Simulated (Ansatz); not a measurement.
Basis-set extrapolation for Cl2FH3O2Si2 (`O[SiH](O)[Si](F)(Cl)Cl`) (PBE0-D4/def2-TZVP geometry, frozen core, Ansatz 0.2.0). Multiplicity 1, RHF reference.

```tsv
	def2-TZVPP	def2-QZVPP
HF	-1748.230125	-1748.286365
MP2 correlation	-1.329957	-1.453783
CCSD(T) correlation	-1.429362	not run
```

Energies in hartree. Use E(X) = E(∞) + A·exp(−7.88·√X) for Hartree–Fock and E(X) = E(∞) + B·X^(−2.97) for correlation, with X = 3 and 4, and add CCSD(T) minus MP2 of the smaller set to the MP2 limit.

Task: What is the CCSD(T) energy at the basis-set limit?

Result: HF limit: -1748.286365 + (-0.056240) × 0.13774 = -1748.29411. MP2 limit: -1.453783 + (-0.123826) × 0.74074 = -1.54551. Higher-order term: -1.429362 − (-1.329957) = -0.09940. Total: -1749.93902 hartree, 7.61 eV below CCSD(T)/def2-TZVPP.
